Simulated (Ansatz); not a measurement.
Two isomers of BH9Si3: A = `B[SiH]([SiH3])[SiH3]`, B = `[SiH3]B[SiH2][SiH3]`.

Gas-phase electronic energies from Ansatz, PBE0-D4/def2-TZVP geometries. CCSD(T)/CBS adds triple-zeta CCSD(T) − MP2 to the extrapolated MP2 energy (def2 sets, frozen cores). Functionals use def2-TZVPP. B3LYP here is the variant with VWN-RPA as its local correlation; programs differ in this. Each species was taken in one conformer, which may not be the lowest.

A:

Z-matrix (Å, degrees):
```
Si
Si 1 2.345
Si 1 2.345 2 104.6
B 1 1.989 2 108.5 3 115.6
H 1 1.491 2 109.5 3 -117.2
H 2 1.488 1 110.1 3 61.3
H 2 1.487 1 109.1 3 -58.1
H 2 1.488 1 111.6 3 -178.2
H 3 1.488 1 110.0 2 -61.9
H 3 1.487 1 109.1 2 57.5
H 3 1.488 1 111.6 2 177.6
H 4 1.197 1 118.6 2 -56.4
H 4 1.195 1 123.3 2 123.6
```

B:

```xyz
13

Si    1.899   -1.245   -0.502
B     0.383   -0.146   -1.218
Si   -1.409   -0.190   -0.387
Si   -1.066    1.454    1.273
H     3.185   -0.496   -0.422
H     2.081   -2.364   -1.476
H     1.620   -1.844    0.832
H     0.597    0.623   -2.110
H    -1.741   -1.453    0.327
H    -2.568    0.233   -1.220
H    -2.280    1.570    2.124
H     0.089    1.083    2.133
H    -0.789    2.775    0.648
```

(1) Which is lower in electronic energy at CCSD(T)/CBS, and by how much? (An estimate is asked.)

(2) Give E(B) − E(A) in kJ/mol with B2PLYP, MP2/def2-TZVPP, B3LYP-D4, r2SCAN-D4, PBE0-D4, ωB97M-V, CCSD(T)/def2-TZVPP. (An estimate is asked.)

Largest T1 diagnostic: 0.015.

Results:

(1) The calculation gave: A, by 21.5 kJ/mol.

(2) The calculation gave: B2PLYP 21.1, MP2/def2-TZVPP 24.2, B3LYP-D4 20.4, r2SCAN-D4 20.4, PBE0-D4 22.6, ωB97M-V 19.8, CCSD(T)/def2-TZVPP 21.0. None reverses the order clearly.
